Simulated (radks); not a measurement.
Valence configurations of neutral lutetium (all share [Xe]). All-electron calculation, Dirac Kohn-Sham, PBEsol, spin-unpolarised, spherical densities, finite nucleus; open shells fill j = l - 1/2 first; Fermi nuclear charge, rms radius 5.37 fm. Program: a radial shooting solver on a logarithmic mesh with Libxc functionals. Energies are relative to 4f14 5d1 6s2; eigenvalues in eV.

4f14 5d1 6s2: E (eV) 0.000; e(4f5/2) -10.321; e(4f7/2) -8.798; e(5d3/2) -1.888; e(6s1/2) -4.625
4f14 5d1 6s1.5 6p0.5: E (eV) 1.562; e(4f5/2) -10.957; e(4f7/2) -9.434; e(5d3/2) -2.371; e(6p1/2) -1.837; e(6s1/2) -4.995
4f13.5 5d1 6s2 6p0.5: E (eV) 4.724; e(4f5/2) -15.289; e(4f7/2) -13.727; e(5d3/2) -3.424; e(6p1/2) -2.013; e(6s1/2) -5.445
4f14 5d2 6s1: E (eV) 2.863; e(4f5/2) -9.242; e(4f7/2) -7.720; e(5d3/2) -1.384; e(6s1/2) -4.348
4f13.5 5d1 6s1.5 6p1: E (eV) 6.458; e(4f5/2) -15.918; e(4f7/2) -14.356; e(5d3/2) -3.912; e(6p1/2) -2.292; e(6s1/2) -5.793
4f13 5d1 6s2 6p1: E (eV) 11.785; e(4f5/2) -20.686; e(4f7/2) -19.084; e(5d3/2) -5.166; e(6p1/2) -2.494; e(6s1/2) -6.279
4f13 5d2 6s2: E (eV) 9.796; e(4f5/2) -17.351; e(4f7/2) -15.751; e(5d3/2) -2.962; e(6s1/2) -4.962
4f14 5d1 6s1 6p1: E (eV) 3.157; e(4f5/2) -11.572; e(4f7/2) -10.048; e(5d3/2) -2.832; e(6p1/2) -2.113; e(6s1/2) -5.335
4f12 5d1 6s2 6p2: E (eV) 33.645; e(4f5/2) -32.443; e(4f7/2) -30.760; e(5d3/2) -9.035; e(6p1/2) -3.432; e(6s1/2) -7.915
4f14 5d2 6p1: E (eV) 5.814; e(4f5/2) -10.307; e(4f7/2) -8.785; e(5d3/2) -2.191; e(6p1/2) -1.975

NIST lists [Xe] 4f14 5d1 6s2 as the ground configuration; this level of theory agrees among the configurations tried. The energies are those of spherical spin-averaged densities, not of single terms.
